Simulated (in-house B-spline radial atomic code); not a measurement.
Results of a calculation; reference values are marked as such.
**Softness against transferability: the 3p channel of Ni**

Ni, [Ar] 3d8 4s2, non-relativistic PBE, spherical and spin-unpolarised, from a B-spline radial code for spherical atoms (atomic units). The all-electron 3p level is ε = -2.598559 hartree, its outermost node lies just inside 0.28 bohr and its outer maximum at 0.65 bohr.

Troullier-Martins pseudo-orbitals are made for several radii. The cutoffs (hartree) are the plane-wave energies beyond which the orbital holds less than the named kinetic energy per electron. The phase error is the difference, pseudo minus all-electron, of arctan(R P'/P) at R = 1.21 bohr for all radii, half a hartree below and above the level.

```csv
r_c (bohr),V_l(0) (hartree),cutoff for 10 mEh,for 1 mEh,for 0.1 mEh,phase error at ε − 0.5 (mrad),at ε + 0.5 (mrad)
0.49,-102.80,240,419,> 450,-1.8,-0.4
0.57,-31.00,134,262,431,-1.1,-0.2
0.65,-11.88,33.9,79.4,161,-0.9,-0.2
0.74,-9.81,52,81.9,151,-0.7,-0.1
0.82,-11.24,32,74.4,130,-0.9,-0.2
0.91,-12.77,30.4,62.7,81.4,-1.4,-0.3
```

Problem. Which radius needs the lowest cutoff for 1 mEh while both phase errors stay within 1.2 mrad?

Solution. The radii within that limit are 0.57, 0.65, 0.74, 0.82 bohr; of these r_c = 0.82 needs the least, 74.4 hartree, that is 149 Ry or 2025 eV.

Problem. What does the larger radius buy, and what does it cost?

Solution. From r_c = 0.49 to 0.91 bohr the cutoff for 1 mEh goes from 419 to 62.7 hartree, a factor of 6.68, against 3.45 for a pure 1/r_c² scaling, end to end; step by step it is 419, 262, 79.4, 81.9, 74.4, 62.7, and for 0.1 mEh > 450, 431, 161, 151, 130, 81.4; the number of plane waves goes as the cutoff to the power 3/2, here a factor of 17.3. The larger of the two phase errors is least at r_c = 0.74 bohr, 0.7 mrad; it is 1.8 at the smallest radius and 1.4 at the largest. These errors test the reference atom alone. The smallest radius lies well inside the outer maximum, where the nodeless form must bend sharply to keep the norm, so it is both harder and scatters less well than the next. Large radii also let the cores of neighbours overlap, which an atom doesn't show.
